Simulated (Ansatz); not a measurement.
C2H5BOSi, SMILES `BOC1=C[SiH2]1`, relaxed with RKS PBE-D4/def2-SVP in Ansatz from a rough embedded geometry. The force threshold is 0.03 eV/Å; the program also tests the step.

The species carries charge 0 and has multiplicity 1.

Start:

```xyz
10

B    -1.247   -1.380   -1.269
O     0.039   -0.747   -1.173
C     0.295    0.048   -0.083
C    -0.085    0.704    1.145
Si    1.458    1.105    0.706
H    -1.469   -2.140   -2.245
H    -2.082   -1.280   -0.481
H    -0.902    0.773    1.871
H     2.476    0.432    1.415
H     1.517    2.484    0.115
```

Q: How much energy does the relaxation release, and in how many steps? (Estimate.)

A: Ansatz gave: 1.46 eV, in 6 steps.

Q: Which bonds change most? (Best estimate.)

A: Ansatz gave: C4–Si5 from 1.653 to 1.853 Å; C3–C4 from 1.443 to 1.346 Å; Si5–H9 from 1.411 to 1.503 Å; C3–Si5 from 1.758 to 1.829 Å.

Q: Give the relaxed structure. (Best estimate.)

A: The calculation gave: 
```xyz
10

B    -1.287   -1.383   -1.206
O    -0.064   -0.768   -1.147
C     0.300    0.062   -0.126
C    -0.210    0.556    1.018
Si    1.511    1.160    0.694
H    -1.464   -2.092   -2.175
H    -2.114   -1.208   -0.331
H    -1.134    0.500    1.611
H     2.688    0.616    1.454
H     1.773    2.557    0.208
```
